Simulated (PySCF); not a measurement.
Assigning NMR signals

Cartesian coordinates in Å; atom numbers follow the order of the lines, from 1:
```xyz
15

F    -1.569    2.671   -0.308
C    -1.097    1.429   -0.276
C    -1.988    0.366   -0.182
C    -1.485   -0.932   -0.152
C    -0.112   -1.161   -0.213
C     0.761   -0.076   -0.306
C     2.247   -0.308   -0.315
F     2.735   -0.364    0.929
F     2.896    0.673   -0.947
F     2.564   -1.458   -0.914
C     0.275    1.230   -0.340
H    -3.060    0.570   -0.137
H    -2.175   -1.776   -0.081
H     0.283   -2.178   -0.196
H     0.945    2.087   -0.423
```

One conformer, non-relativistic Hamiltonian, isolated molecule, equivalent nuclei averaged. PBE0/pcSseg-1 with gauge-including orbitals; J: B3LYP/pcJ-1 (spin–dipole term only in couplings to heteroatoms); PBE0-D3(BJ)/def2-SVP structure; PySCF 2.14.0 with density-fitted response routines.

Shifts are taken against calculated references (same method and geometry level): TMS for ¹³C and ¹H.

Task: Assign these signals to the numbered atoms. ¹³C{¹H} NMR (computed): δ 170.2 (d, J = 318.1 Hz), 139.7 (qd, J = 35.8, 4.5 Hz), 136.0 (d, J = 5.2 Hz), 128.4 (q, J = 336.9 Hz), 126.3 (q, J = 3.6 Hz), 123.9 (d, J = 18.7 Hz), 118.7 (dq, J = 21.7, 4.0 Hz).

Result: 
| δ (ppm) | atoms | environment | reason |
| --- | --- | --- | --- |
| 170.2 | C2 | aromatic carbon bearing fluorine | the electronegative substituent deshields the carbon that carries it |
| 139.7 | C6 | substituted aromatic carbon | – |
| 136.0 | C4 | aromatic CH | the aromatic region |
| 128.4 | C7 | CF3 carbon | 3 electronegative neighbours deshield it |
| 126.3 | C5 | aromatic CH | the aromatic region |
| 123.9 | C3 | aromatic CH | – |
| 118.7 | C11 | aromatic CH | – |

Task: Assign these signals to the numbered atoms. ¹H NMR (400 MHz, computed): δ 7.61 (m, 1H), 7.58 (m, 1H), 7.51 (ddd, J = 9.1, 2.5, 1.4 Hz, 1H), 7.34 (m, 1H).

Result: 
| δ (ppm) | atoms | environment | reason |
| --- | --- | --- | --- |
| 7.61 | H13 | hydrogen on an aromatic CH | the ring current deshields protons in the ring plane |
| 7.58 | H14 | hydrogen on an aromatic CH | – |
| 7.51 | H15 | hydrogen on an aromatic CH | – |
| 7.34 | H12 | hydrogen on an aromatic CH | – |

H13 and H14; H14 and H15 lie closer than the usual error of such a calculation, so a measured spectrum could show them in the other order.

C–F couplings over four or more bonds (about 3 Hz to the para carbon of a fluoroarene) are left out. Common functionals overestimate the size of one-bond C–F couplings by tens of Hz; these are unscaled. Multiplet labels drop couplings under 1 Hz and merge nearly equal ones. Unscaled 3J(H,H) at this level run about 10 % above measured values. Shifts are as computed. Against solution values, carbons near 30 ppm lie about +2 ppm off and those near 130 ppm about +5 ppm. Of 1211 compounds with measured shifts, 218 miss one by over three times the rms of a fit or turn the order of signals round; such compounds aren't used in these exercises.
